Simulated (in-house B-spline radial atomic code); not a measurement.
# RPA and G0W0 on wB97X: In3+

Configuration [Kr] 4d10, mean-field start wB97X. Computed with an all-electron radial atomic-structure program (B-spline basis): all electrons, non-relativistic, point nucleus, each spin shell either full or empty, empty states to l = 9 with an (l + 1/2)⁻⁴ tail; G0W0 by contour deformation at full frequency.

Without relativity these are model numbers: it shifts the levels of so heavy an element strongly and can reorder them.

Command:
```bash
python run_gw.py task.json out
```
Settings (radii: box in bohr, nucleus in fm):
```
Z                        49
electrons                46
configuration            [Kr] 4d10
hamiltonian              nr
method                   wb97x
lmax                     9
spin_polarised           False
box_radius               14.14
intervals                53
```

Cost of the run: 3.2 s on 1 thread of Arm Neoverse N1 (shared host).

Energies (hartree):

```tsv
term	value
mean-field total	-5740.87216
Hartree-Fock functional on these orbitals	-5738.42246
direct second order	-3.8782
second-order exchange	1.0745
SOSEX correction	1.0083
```

(1) What is the RPA correlation energy, and what remains with SOSEX?

Quasi-particle levels (eV):

| level | occupied | mean field | Σx - vxc | Σc | QP weight | G0W0 |
| --- | --- | --- | --- | --- | --- | --- |
| 4d | yes | -53.36 | -4.01 | ? | ? | ? |
| 5s | no | -26.923 | 1.68 | -1.64 | 0.982 | -26.879 |

G0W0 = mean field + (Σx - vxc) + Σc, with Σc (partial-wave tail included) taken at the quasi-particle energy. Only the outer levels were computed. Levels of low weight are left out.

(2) Where does G0W0 put 4d?

Results:

(1) RPA gives -3.455 hartree (-2.04 eV per electron); RPA + SOSEX gives -2.4467, and the second-order doubles -2.8037 hartree (no singles). RPA lacks exchange-type terms and so overcorrelates at short range.

(2) At -57.31 eV, with Σc = 0.06 eV and a quasi-particle weight of 0.954. The tabulated removal energy is 55.45 ± 0.04 eV (NIST, measured); the calculation leaves out relativity, Breit and QED terms, and what these don't explain is the method's own error.
